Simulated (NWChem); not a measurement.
System: CdSiH3I; SMILES [SiH3][Cd][I]

Input file for NWChem:

```
start job
memory heap 200 mb stack 900 mb global 1100 mb
geometry units angstroms noautoz
  Cd    -0.277991    -0.567500    -0.000154
  I      0.621896     1.895826    -0.000211
  Si    -1.136772    -2.920386    -0.000092
  H     -1.920892    -3.193258    -1.244559
  H     -2.028523    -3.154161     1.178074
  H     -0.001673    -3.892529     0.066121
end
basis spherical
  * library def2-svp
end
ecp
  Cd library def2-ecp
  I library def2-ecp
end
dft
  xc r2scan
  grid coarse
  iterations 150
  mulliken
end
task dft gradient
```

NWChem printed, in part:

```
             Northwest Computational Chemistry Package (NWChem) 7.3.0
             --------------------------------------------------------

 C3  symmetry detected

                             Geometry "geometry" -> ""
                             -------------------------

 Output coordinates in angstroms (scale by  1.889725989 to convert to a.u.)

  No.       Tag          Charge          X              Y              Z
 ---- ---------------- ---------- -------------- -------------- --------------
    1 Cd                  48.0000     0.00000000    -0.00000000    -0.80373330
    2 I                   53.0000     0.00000000     0.00000000     1.81881728
    3 Si                  14.0000     0.00000000     0.00000000    -3.30844428
    4 H                    1.0000    -1.19253446    -0.73507520    -3.83329916
    5 H                    1.0000     1.23286103    -0.66522754    -3.83329916
    6 H                    1.0000    -0.04032656     1.40030274    -3.83329916

 Effective nuclear repulsion energy (a.u.)     784.6736395108

      Symmetry information
      --------------------

 Group name             C3
 Group number              5
 Group order               3
 No. of unique centers     4

                                 NWChem DFT Module
                                 -----------------

 Summary of "ao basis" -> "ao basis" (spherical)
 ------------------------------------------------------------------------------
       Tag                 Description            Shells   Functions and Types
 ---------------- ------------------------------  ------  ---------------------
 Cd                         def2-svp                11       31   5s3p2d1f
 I                          def2-svp                10       26   4s4p2d
 Si                         def2-svp                 8       18   4s3p1d
 H                          def2-svp                 3        5   2s1p

      Symmetry analysis of basis
      --------------------------

        a          36
        e+         27
        e-         27

  Rotation of axis

            General Information
            -------------------
          SCF calculation type: DFT
          Wavefunction type:  closed shell.
          No. of atoms     :     6
          No. of electrons :    62
           Alpha electrons :    31
            Beta electrons :    31
          Charge           :     0
          Spin multiplicity:     1
          Use of symmetry is: on ; symmetry adaption is: on
          Maximum number of iterations: 150
          AO basis - number of functions:    90
                     number of shells:    38
          Convergence on energy requested:  1.00D-06
          Convergence on density requested:  1.00D-05
          Convergence on gradient requested:  5.00D-04

              XC Information
              --------------
                      r^2SCAN Method XC Functional
               r^2SCAN metaGGA Exchange Functional  1.000
                     r^2SCAN Correlation Potential  1.000

             Grid Information
             ----------------
          Grid used for XC integration:  coarse
          Radial quadrature: Mura-Knowles
          Angular quadrature: Lebedev.
          Tag              B.-S. Rad. Rad. Pts. Rad. Cut. Ang. Pts.
          ---              ---------- --------- --------- ---------
          Cd                  1.55      104          10.0       302
          I                   1.40      104          13.0       302
          Si                  1.10       70          12.0       302
          H                   0.35       35          13.0       302
          Grid pruning is: on
          Number of quadrature shells:   313
          Spatial weights used:  Erf1

      Superposition of Atomic Density Guess
      -------------------------------------

 Sum of atomic energies:        -829.33718726

      Non-variational initial energy
      ------------------------------

 Total energy =    -754.248072
 1-e energy   =   -1671.877956
 2-e energy   =     689.621480
 HOMO         =      -0.290215
 LUMO         =       0.001375

      Symmetry analysis of molecular orbitals - initial
      -------------------------------------------------

  Numbering of irreducible representations:

     1 a           2 e+          3 e-

  Orbital symmetries:

     1 a           2 a           3 a           4 a           5 e+
     6 e+          7 a           8 e+          9 e+         10 a
    11 a          12 e+         13 e+         14 a          15 e+
    16 e+         17 e+         18 e+         19 a          20 a
    21 e+         22 e+         23 a          24 e+         25 e+
    26 a          27 e+         28 e+         29 e+         30 e+
    31 a          32 a          33 e+         34 e+         35 a
    36 e+         37 e+         38 a          39 a          40 a
    41 e+

     ---------------------------------------------
      Total Density - Mulliken Population Analysis
     ---------------------------------------------

    Atom       Charge   Shell Charges
 -----------   ------   -------------------------------------------------------
    1 Cd  20    19.29  -0.37  1.63  0.73  0.73  0.39  5.95  0.19  0.04  9.11  0.88  0.00
    2 I   25    25.63   1.83  0.22  1.23  0.68  2.92  3.14  2.73  2.87  9.83  0.18
    3 Si  14    13.89   2.00  1.99  1.02  0.34  5.94  1.12  1.41  0.08
    4 H    1     1.06   0.69  0.36  0.01
    5 H    1     1.06   0.69  0.36  0.01
    6 H    1     1.06   0.69  0.36  0.01

   convergence    iter        energy       DeltaE   RMS-Dens  Diis-err
 ---------------- ----- ----------------- --------- --------- ---------
 d= 0,ls=0.0,diis     1   -756.7833930554 -9.85D+02  1.75D-02  2.64D-01
 d= 0,ls=0.0,diis     2   -756.7401026187  4.33D-02  1.17D-02  4.18D-01
 d= 0,ls=0.0,diis     3   -756.8271694101 -8.71D-02  2.44D-03  3.19D-02
 d= 0,ls=0.0,diis     4   -756.8327930642 -5.62D-03  6.66D-04  1.93D-03
 d= 0,ls=0.0,diis     5   -756.8330681088 -2.75D-04  2.17D-04  2.01D-04
  Resetting Diis
 d= 0,ls=0.0,diis     6   -756.8330936610 -2.56D-05  5.93D-05  2.34D-05
 d= 0,ls=0.0,diis     7   -756.8330971658 -3.50D-06  2.19D-05  3.88D-07
 d= 0,ls=0.0,diis     8   -756.8330971149  5.10D-08  1.26D-05  7.28D-07
 d= 0,ls=0.0,diis     9   -756.8330972488 -1.34D-07  1.61D-06  1.15D-08

         Total DFT energy =     -756.833097248831
      One electron energy =    -1672.769076372171
           Coulomb energy =      747.763745173339
    Exchange-Corr. energy =      -59.836169201114
 Nuclear repulsion energy =      228.008403151115

 Numeric. integr. density =       61.999920782383

                  Occupations of the irreducible representations
                  ----------------------------------------------

                     irrep           alpha         beta
                     --------     --------     --------
                     a                13.0         13.0
                     e+               18.0         18.0
                     e-                0.0          0.0

                       DFT Final Molecular Orbital Analysis
                       ------------------------------------

 Vector   29  Occ=2.000000D+00  E=-2.599582D-01  Symmetry=a
              MO Center=  2.5D-16,  4.9D-15, -8.9D-01, r^2= 7.1D+00
   Bfn.  Coefficient  Atom+Function         Bfn.  Coefficient  Atom+Function
  ----- ------------  ---------------      ----- ------------  ---------------
    44      0.391269  2 I  pz                47      0.347555  2 I  pz
    70      0.306067  3 Si pz                67      0.260528  3 Si pz
     4      0.208059  1 Cd s                 61      0.207399  3 Si s
    11     -0.199007  1 Cd pz                 8      0.185617  1 Cd pz
    41     -0.158653  2 I  pz                64     -0.144014  3 Si pz

 Vector   30  Occ=2.000000D+00  E=-2.397316D-01  Symmetry=e+
              MO Center=  5.7D-04,  4.4D-04,  1.7D+00, r^2= 2.3D+00
   Bfn.  Coefficient  Atom+Function         Bfn.  Coefficient  Atom+Function
  ----- ------------  ---------------      ----- ------------  ---------------
    43      0.518235  2 I  py                46      0.470476  2 I  py
    42     -0.282208  2 I  px                45     -0.256200  2 I  px
    40     -0.211920  2 I  py                37     -0.171230  2 I  py
    39      0.115402  2 I  px                36      0.093244  2 I  px
    16     -0.086111  1 Cd d -1              13      0.064063  1 Cd py

 Vector   31  Occ=2.000000D+00  E=-2.397316D-01  Symmetry=e+
              MO Center= -5.7D-04, -4.4D-04,  1.7D+00, r^2= 2.3D+00
   Bfn.  Coefficient  Atom+Function         Bfn.  Coefficient  Atom+Function
  ----- ------------  ---------------      ----- ------------  ---------------
    42      0.518235  2 I  px                45      0.470476  2 I  px
    43      0.282208  2 I  py                46      0.256200  2 I  py
    39     -0.211920  2 I  px                36     -0.171230  2 I  px
    40     -0.115402  2 I  py                37     -0.093244  2 I  py
    18      0.086111  1 Cd d  1              12      0.064063  1 Cd px

[...]

                         DFT ENERGY GRADIENTS

    atom               coordinates                        gradient
                 x          y          z           x          y          z
   1 Cd      0.000000  -0.000000  -1.518836    0.000000   0.000000   0.002095
   2 I       0.000000   0.000000   3.437066    0.000000   0.000000  -0.000094
   3 Si      0.000000   0.000000  -6.252053   -0.000000  -0.000000  -0.001283
   4 H      -2.253563  -1.389091  -7.243885   -0.000181  -0.000096  -0.000239
   5 H       2.329770  -1.257098  -7.243885    0.000173  -0.000109  -0.000239
   6 H      -0.076206   2.646188  -7.243885    0.000007   0.000204  -0.000239
```

Level: r2SCAN/def2-SVP with def2 effective core potentials on Cd, I. Coordinates come from a PBE0/def2-SVP optimisation. def2 effective core potentials on Cd, I; no spin-orbit coupling.
